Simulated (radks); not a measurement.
Task: Species: Hg3+. Configuration: [Xe] 4f14 5d9 (the NIST ground configuration). Calculated with a radial shooting solver on a logarithmic mesh with Libxc functionals: scalar-relativistic Kohn-Sham, LDA (Slater exchange, Perdew-Zunger correlation), spin-unpolarised, spherical densities, point nucleus. Some entries of the table are withheld. Estimate them.

| orbital | occ. | eigenvalue (eV) | <r^2> (bohr^2) | <r> (bohr) |
|---|---|---|---|---|
| 1s | 2 | (1) | 0.0003810 | 0.01659 |
| 2s | 2 | -14767.79 | 0.005799 | 0.06995 |
| 2p | 6 | -12742.57 | 0.004900 | 0.06330 |
| 3s | 2 | (2) | 0.03738 | 0.1808 |
| 3p | 6 | (3) | (4) | 0.1822 |
| 3d | 10 | -2329.604 | 0.03189 | 0.1651 |
| 4s | 2 | -802.5477 | 0.1801 | 0.3994 |
| 4p | 6 | -610.7389 | 0.2060 | (5) |
| 4d | 10 | -383.2681 | 0.2330 | 0.4491 |
| 5s | 2 | -152.8710 | 0.9055 | 0.8986 |
| 4f | 14 | -130.8888 | 0.2807 | 0.4823 |
| 5p | 6 | -100.8493 | 1.203 | 1.032 |
| 5d | 9 | (6) | 2.226 | 1.387 |

Result: 
(1) 1s eigenvalue (eV): -83156.66
(2) 3s eigenvalue (eV): -3530.504
(3) 3p eigenvalue (eV): -2945.556
(4) 3p <r^2> (bohr^2): 0.03852
(5) 4p <r> (bohr): 0.4257
(6) 5d eigenvalue (eV): -42.7613
